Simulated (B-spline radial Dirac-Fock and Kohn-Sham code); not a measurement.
# Auger decay of the 2s hole in Lu³⁺

System: Lu³⁺, [Xe] 4f14, inside a Watson sphere of charge -3 and radius 1.8 Å (a model of the Madelung potential; inside it an electron's potential energy is raised by 24.0 eV).

The run's input, task.json:

```json
{"items": [{
  "Z": 71,
  "q": 3,
  "cfg": [[1, 0, 2], [2, 0, 2], [2, 1, 6], [3, 0, 2], [3, 1, 6], [3, 2, 10], [4, 0, 2], [4, 1, 6], [4, 2, 10], [4, 3, 14], [5, 0, 2], [5, 1, 6]],
  "A": 175,
  "rrms": 5.37,
  "watson": [-3, 1.8],
  "do": ["binding", "quiet", "decay"],
  "holes": ["K", "L1", "L2", "L3", "M1", "M2", "M3", "M4", "M5", "N1", "N2", "N3", "N4", "N5", "N6", "N7"]
}]}
```

Launch: `python xray_run.py task.json out`

Model: a relativistic independent-particle model: LDA orbitals of the hole state, radiative multipoles to third order, Auger rates from the Coulomb interaction with a continuum orbital, Dirac-Fock energies. Program: an atomic code on a B-spline grid. Kinetic energies are configuration averages from the vacuum level; the two-hole energies are estimated from single-hole states.

| transition | kinetic energy (eV) | width (meV) | share (%) |
| --- | --- | --- | --- |
| L1-L2N2 | 64.11 | 182 | 3.8 |
| L1-L2N3 | 118.8 | 202 | 4.3 |
| L1-L2N4 | 276.3 | 62.1 | 1.3 |
| L1-L2N5 | 286.0 | 85.8 | 1.8 |
| L1-L2N6 | 484.9 | 158 | 3.3 |
| L1-L2N7 | 486.6 | 207 | 4.4 |
| L1-L3N1 | 1074.3 | 253 | 5.3 |
| L1-L3N2 | 1168.2 | 107 | 2.3 |
| L1-L3N3 | 1224.7 | 165 | 3.5 |
| L1-L3N4 | 1380.6 | 334 | 7.0 |
| L1-L3N5 | 1391.6 | 416 | 8.7 |
| L1-L3N6 | 1589.7 | 251 | 5.3 |
| L1-L3N7 | 1591.4 | 314 | 6.6 |
| L1-M1M1 | 5810.1 | 57.9 | 1.2 |
| L1-M1M2 | 6052.0 | 118 | 2.5 |
| L1-M1M3 | 6293.3 | 203 | 4.3 |
| L1-M1M4 | 6669.1 | 163 | 3.4 |
| L1-M1M5 | 6720.9 | 217 | 4.6 |
| L1-M2M5 | 6948.0 | 69.1 | 1.5 |
| L1-M4M5 | 7569.9 | 316 | 6.6 |
| L1-M5M5 | 7623.0 | 86.0 | 1.8 |
| L1-M1N3 | 7974.6 | 45.0 | 0.9 |
| L1-M1N5 | 8140.6 | 41.4 | 0.9 |
| L1-M4N5 | 8997.7 | 42.4 | 0.9 |

Coster-Kronig rates are the weakest part of this model and often come out 1.5 to 2.5 times too large. The listed channels hold 86 % of the non-radiative rate. Summed by principal shells, of 4.75 eV in all: LLN 57.6 %, LMM 27.4 %, LMN 9.7 %, LLO 3.5 %, LNN 0.8 %, LMO 0.7 %.

Values without a named source are computed, but for edge energies of neutral atoms, which are taken from tables.
